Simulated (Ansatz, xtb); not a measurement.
## Relative energy of two structures of GeH7NOSi2

Structure a is a singlet given by its coordinates and structure b is `[OH][Ge][N]([SiH3])[SiH3]`, a singlet. Both are isolated molecules in the gas phase, relaxed with PBE0-D4/def2-SVP; the shapes shown needn't be the lowest conformers.

a (Å):

```yaml
atoms:
  - { symbol: Ge, position_ang: [0.5235, 1.6171, 1.2568] }
  - { symbol: N, position_ang: [-0.8883, 0.5813, -0.0768] }
  - { symbol: O, position_ang: [1.3585, -0.8206, -0.7980] }
  - { symbol: Si, position_ang: [-0.0149, -0.2224, -1.4497] }
  - { symbol: Si, position_ang: [2.0975, -0.1644, 0.6094] }
  - { symbol: H, position_ang: [-1.5302, 1.3163, -0.3787] }
  - { symbol: H, position_ang: [-1.4304, -0.0608, 0.5038] }
  - { symbol: H, position_ang: [0.1658, 0.8550, -2.4567] }
  - { symbol: H, position_ang: [-0.8523, -1.3312, -1.9814] }
  - { symbol: H, position_ang: [2.2642, -1.3292, 1.5393] }
  - { symbol: H, position_ang: [3.4827, 0.2759, 0.2435] }
  - { symbol: H, position_ang: [1.0215, 2.3810, -0.0611] }
```

Close contacts (Å): Ge1–N2 2.20, Ge1–Si5 2.46, N2–Si4 1.81, O3–Si4 1.63, O3–Si5 1.72, Ge1–H12 1.60, N2–H6 1.02, N2–H7 1.02, Si4–H8 1.49, Si4–H9 1.49, Si5–H10 1.50, Si5–H11 1.50.

b (Å):

```yaml
atoms:
  - { symbol: Ge, position_ang: [0.9586, -2.1729, -1.1137] }
  - { symbol: N, position_ang: [1.1931, -0.4075, -0.4903] }
  - { symbol: O, position_ang: [1.0185, -3.0822, 0.4188] }
  - { symbol: Si, position_ang: [1.2216, 0.8664, -1.7016] }
  - { symbol: Si, position_ang: [1.3086, 0.0296, 1.2034] }
  - { symbol: H, position_ang: [1.2612, -2.6364, 1.2412] }
  - { symbol: H, position_ang: [2.5330, 1.5844, -1.7129] }
  - { symbol: H, position_ang: [0.1455, 1.8762, -1.4545] }
  - { symbol: H, position_ang: [0.9985, 0.2256, -3.0337] }
  - { symbol: H, position_ang: [2.0663, -1.0230, 1.9551] }
  - { symbol: H, position_ang: [-0.0346, 0.1598, 1.8454] }
  - { symbol: H, position_ang: [2.0415, 1.3238, 1.3450] }
```

Question: Estimate E(b) − E(a) at the level CCSD(T)/def2-SVP + ΔMP2/def2-TZVPP.

Answer: Calculated at CCSD(T)/def2-SVP + ΔMP2/def2-TZVPP: E(b) − E(a) = +63.9 kJ/mol, so structure a lies lower.

How the difference moves with the method:

```json
{"level": "PBE0-D4/def2-SVP", "geometry": "PBE0-D4/def2-SVP", "E(b) − E(a) (kJ/mol)": "+79.5", "departure from the last row (kJ/mol)": "+15.5", "job, with rough time for the two": "optimisation, 3.3 min"}
{"level": "HF/def2-SVP", "geometry": "PBE0-D4/def2-SVP", "E(b) − E(a) (kJ/mol)": "+58.7", "departure from the last row (kJ/mol)": "−5.2", "job, with rough time for the two": "part of the CCSD(T) run"}
{"level": "MP2/def2-SVP", "geometry": "PBE0-D4/def2-SVP", "E(b) − E(a) (kJ/mol)": "+56.7", "departure from the last row (kJ/mol)": "−7.2", "job, with rough time for the two": "part of the CCSD(T) run"}
{"level": "CCSD(T)/def2-SVP", "geometry": "PBE0-D4/def2-SVP", "E(b) − E(a) (kJ/mol)": "+57.6", "departure from the last row (kJ/mol)": "−6.3", "job, with rough time for the two": "single point"}
{"level": "CCSD(T)/def2-SVP + ΔMP2/def2-TZVPP", "geometry": "PBE0-D4/def2-SVP", "E(b) − E(a) (kJ/mol)": "+63.9", "departure from the last row (kJ/mol)": "", "job, with rough time for the two": "single point, 88 s"}
```

None of the levels shown reverses the order. The largest departure from CCSD(T)/def2-SVP + ΔMP2/def2-TZVPP is that of PBE0-D4/def2-SVP, 15.5 kJ/mol. Levels run at GFN2-xTB geometries aren't shown. The last row adds to CCSD(T) the change of the MP2 difference between the two basis sets, here +6.3 kJ/mol.

With thermal terms from frequencies at re-optimised GFN2-xTB minima (ideal gas, soft modes damped towards free rotors, one conformer each, 298.15 K, 1 atm): the zero-point term adds −13.5 kJ/mol; ΔH is +53.8 and ΔG +45.7 kJ/mol.

The correlated steps freeze 21 core orbitals; the filled d shell of Ge is correlated, in a basis made for valence electrons. Run with Ansatz 0.2.0, xtb 6.7.1; the last row on 2 threads of Arm Neoverse V2 on a shared host.
